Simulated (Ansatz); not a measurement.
`N[SiH]([GaH2])[TeH]`. The species carries charge 0 and has multiplicity 1. Te takes the def2 core potential. The structure was optimised at the PBE0-D4/def2-TZVP level. It is one conformer, not always the lowest.

```xyz
10

N     1.415   -1.422   -0.521
Si    0.460   -0.014   -0.605
Ga   -0.132    1.302    1.265
Te   -2.114   -0.418    0.083
H     1.371   -2.151   -1.214
H     1.776   -1.751    0.358
H     0.297    0.344   -2.037
H     0.136    0.622    2.649
H    -0.605    2.771    1.041
H    -2.603    0.718   -1.019
```

Question: What is the dipole moment at B3LYP/def2-TZVPP? (An estimate is asked.)

Answer: The calculation gave: 2.54 D, with components (1.26, -1.91, -1.11) D in this frame, pointing from negative to positive charge.

Question: And with PBE, r2SCAN, ωB97M-V? (Estimate.)

Answer: The calculation gave: PBE 2.57 D, r2SCAN 2.61 D, ωB97M-V 2.55 D.

Question: Give the Mulliken charges with B3LYP, ωB97M-V, PBE in def2-TZVPP. (An estimate is asked.)

Answer: Ansatz gave: 
| atom | B3LYP | ωB97M-V | PBE |
| --- | --- | --- | --- |
| N1 | -0.38 | -0.33 | -0.36 |
| Si2 | 0.27 | 0.20 | 0.18 |
| Ga3 | 0.08 | 0.04 | 0.04 |
| Te4 | -0.10 | -0.14 | -0.08 |
| H5 | 0.15 | 0.13 | 0.16 |
| H6 | 0.15 | 0.13 | 0.17 |
| H7 | -0.05 | 0.00 | -0.04 |
| H8 | -0.06 | -0.03 | -0.04 |
| H9 | -0.05 | -0.02 | -0.03 |
| H10 | -0.01 | 0.02 | 0.00 |

B3LYP here is the variant with VWN-RPA as its local correlation; programs differ in this.
